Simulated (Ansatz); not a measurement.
Stepwise reaction of `[OH][Ge]([OH])([F])[F]` with hydrogen chloride, as a gas-phase model of exchange steps in deposition or etching. ΔE in kJ/mol.

Computed with Ansatz on PBE0-D4/def2-TZVP structures; ΔE is electronic, products minus reactants. CCSD(T)/CBS is the MP2 limit (def2-TZVPP, def2-QZVPP) plus CCSD(T) − MP2 in def2-TZVPP, frozen cores. This one scheme is used for every species. DFT in def2-TZVPP. B3LYP here is the variant with VWN-RPA as its local correlation; programs differ in this. For Ge outer-core shells are correlated without core-valence functions, which leaves a few kJ/mol of doubt a bond. Scalar relativity is left out up to krypton. Each species was taken in one conformer, which may not be the lowest.

```
step                                                            reaction  PBE-D4  B3LYP-D4  ωB97M-V  CCSD(T)/CBS
   1    `[OH][Ge]([OH])([F])[F]` + HCl → `[OH][Ge]([OH])([F])[Cl]` + H–F    -9.5      -5.1     -4.5         -8.0
   2  `[OH][Ge]([OH])([F])[Cl]` + HCl → `[OH][Ge]([OH])([Cl])[Cl]` + H–F    -9.6      -5.1     -3.7         -8.1
```

(1) By hand: ΔE of the 2 steps together at CCSD(T)/CBS.

Answers

(1) (-8.0) + (-8.1) = -16.1 kJ/mol, or -8.1 kJ/mol a step.

In ΔE the steps differ by no more than 0.1 kJ/mol. All are downhill at CCSD(T)/CBS. PBE-D4 differs from CCSD(T)/CBS by -1.5 to -1.5 kJ/mol a step. Isolated molecules leave out the surface, adducts and barriers. Largest T1 diagnostic: 0.012.
